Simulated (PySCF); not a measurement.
Cartesian coordinates in Å; atom numbers follow the order of the lines, from 1:
```xyz
14

F     0.5264    2.6224   -0.3606
C     0.2153    1.3412   -0.1567
C    -0.9197    0.9903    0.4441
C    -1.2855   -0.4385    0.6655
C    -0.2761   -1.4034    0.1400
C     0.8516   -1.0307   -0.4709
C     1.2468    0.3961   -0.6719
F     2.4526    0.6379   -0.0276
H    -1.6052    1.7771    0.7691
H    -2.2716   -0.6485    0.2097
H    -1.4405   -0.6280    1.7452
H    -0.4904   -2.4688    0.2705
H     1.5645   -1.7776   -0.8318
H     1.4293    0.6112   -1.7422
```

A single conformation, non-relativistic, no solvent model. Shielding tensors at B3LYP/pcSseg-1 (GIAO); PBE0-D3(BJ)/def2-SVP geometry; PySCF.

δ = σ(ref) − σ, references computed at the same level: TMS for $^{13}$C (179.24 ppm) and $^{1}$H (31.38 ppm); $^{19}$F (171.94 ppm) vs CFCl3.

| atoms | nucleus | count | δ (ppm) |
| --- | --- | --- | --- |
| H11 | $^{1}$H | 1 | 3.02 |
| H14 | $^{1}$H | 1 | 5.42 |
| C6 | $^{13}$C | 1 | 133.1 |
| F8 | $^{19}$F | 1 | -187.9 |
| C5 | $^{13}$C | 1 | ? |
| H12 | $^{1}$H | 1 | 6.09 |
| C7 | $^{13}$C | 1 | 82.3 |
| C4 | $^{13}$C | 1 | ? |
| C3 | $^{13}$C | 1 | 111.1 |
| H13 | $^{1}$H | 1 | 6.06 |
| F1 | $^{19}$F | 1 | -113.7 |
| C2 | $^{13}$C | 1 | ? |
| H10 | $^{1}$H | 1 | 2.84 |
| H9 | $^{1}$H | 1 | ? |

Problem. Fill in the missing shifts.

Solution. 
- C2: 166.5 ppm, fully substituted alkene carbon
- C5: 138.8 ppm, alkene CH; as expected for a trigonal carbon in a double bond
- C4: 31.2 ppm, allylic sp3 CH2; a saturated carbon with 2 carbon neighbours and no heteroatom attached
- H9: 5.51 ppm, hydrogen on an alkene CH; olefinic region

Shifts are as computed. Against solution values, carbons near 30 ppm lie about +2 ppm off and those near 130 ppm about +6 ppm. Of 1211 compounds with measured shifts, 218 miss one by over three times the rms of a fit or turn the order of signals round; such compounds aren't used in these exercises. Unscaled 19F shifts against computed CFCl3 carry errors that often reach 10 to 50 ppm.
